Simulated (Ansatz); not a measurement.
`C[O][Ge][F]` + H₂ → `C[O][GeH]` + H–F at 298.15 K and 1 bar (hydrogenolysis of a Ge–F bond).

Gas-phase electronic energies from Ansatz, PBE0-D4/def2-TZVP geometries. CBS: MP2 limit from def2 TZ/QZ plus the TZ coupled-cluster correction, frozen cores. This one scheme is used for every species. For Ge outer-core shells are correlated without core-valence functions, which leaves a few kJ/mol of doubt a bond. Scalar relativity is left out up to krypton. Each species was taken in one conformer, which may not be the lowest.

```json
{"species": "`C[O][Ge][F]`", "CCSD(T)/CBS energy (Eh)": "-2290.98541", "H − E (kJ/mol)": "132.0", "S (J/(mol·K))": "320.9"}
{"species": "H₂", "CCSD(T)/CBS energy (Eh)": "-1.17544", "H − E (kJ/mol)": "35.1", "S (J/(mol·K))": "130.4"}
{"species": "`C[O][GeH]`", "CCSD(T)/CBS energy (Eh)": "-2191.71863", "H − E (kJ/mol)": "140.9", "S (J/(mol·K))": "292.9"}
{"species": "H–F", "CCSD(T)/CBS energy (Eh)": "-100.39570", "H − E (kJ/mol)": "33.5", "S (J/(mol·K))": "173.6"}
```

H − E and S are ideal-gas, rigid-rotor, harmonic terms from PBE0-D4/def2-TZVP, for one conformer and one mirror image of each species. The MP2-based limit puts H₂ 0.8 mEh under its directly extrapolated value; such offsets cancel only in part. 1 Eh = 2625.50 kJ/mol, R = 8.31446 J/(mol·K).

Question: By hand: ΔE, ΔH, ΔS and ΔG.

Answer: ΔE = (-2191.71863) + (-100.39570) − (-2290.98541) − (-1.17544) = 0.04652 Eh = 122.1 kJ/mol. Δ(H − E) = 140.9 + 33.5 − 132.0 − 35.1 = 7.3, so ΔH = 129.4 kJ/mol. ΔS = 292.9 + 173.6 − 320.9 − 130.4 = 15.2 J/(mol·K). ΔG = 129.4 − 298.15 × (15.2)/1000 = 124.9 kJ/mol.

Question: By hand: the equilibrium constant, and the temperature at which ΔG would vanish if ΔH and ΔS stayed fixed.

Answer: log₁₀ K = −ΔG/(RT ln 10) = -21.9. ΔG = 0 at ΔH/ΔS = 8513 K, far beyond where these terms or the molecules hold.

ΔH outweighs TΔS. A doubt of 5 kJ/mol in ΔE shifts log₁₀ K by 0.9 here. Other conformers and mirror images would add mixing entropy, several J/(mol·K) or more a flexible species. These are equilibria of isolated gas molecules and say nothing of rates. Largest T1 diagnostic: 0.016 (customary marks: 0.02 for closed shells, 0.045 for open ones).
